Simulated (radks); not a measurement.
Neutral neodymium inside a hard spherical wall (all orbitals vanish at R), configuration held at [Xe] 4f4 6s2 and not refilled when levels cross. Calculated with a radial shooting solver on a logarithmic mesh with Libxc functionals: scalar-relativistic Kohn-Sham, r2SCAN, spin-polarised, spherical densities, finite nucleus; open shells are filled with parallel spins first (spin-orbit coupling, left out, can overturn this in heavy ions); meta-GGA in the generalised Kohn-Sham scheme; Fermi nuclear charge, rms radius 4.9123 fm. Eigenvalues in eV for spin up, with the zero of energy where the potential of the charges vanishes at infinity; a dash marks a level that is unbound or too diffuse for the functional's potential to be trusted. A positive occupied level is held by the wall or, in an anion where self-interaction has pushed it up, behind a barrier. The pressure on the wall is -dE/dV.

| R (bohr) | E (hartree) | kinetic (hartree) | e(5s) | e(5p) | e(6s) | e(4f) | e(5d, empty) | e(6p, empty) | pressure (GPa) |
|---|---|---|---|---|---|---|---|---|---|
| 12 | -9624.6446 | 10243.192 | -42.497 | -23.453 | -3.626 | -2.541 | -1.967 | -1.049 | 0.0102 |
| 10 | -9624.6409 | 10243.221 | -42.304 | -23.262 | -3.476 | -2.351 | -1.803 | -0.770 | 0.0931 |
| 8 | -9624.6190 | 10243.347 | -41.642 | -22.614 | -2.871 | -1.698 | -1.225 | 0.281 | 0.848 |
| 4 | -9623.4894 | 10247.630 | -33.844 | -15.193 | 14.303 | 6.842 | 8.093 | 24.580 | 202 |
| 3 | -9620.1797 | 10259.657 | -22.654 | -3.206 | 51.611 | 20.468 | 25.038 | 69.514 | 1790 |
| 2.5 | -9614.4678 | 10278.691 | -7.980 | 13.864 | 103.79 | 36.767 | 48.460 | 128.18 | 6760 |
| 2 | -9598.1415 | 10328.900 | 28.748 | 57.197 | 225.76 | 69.321 | 104.64 | 259.96 | 32500 |
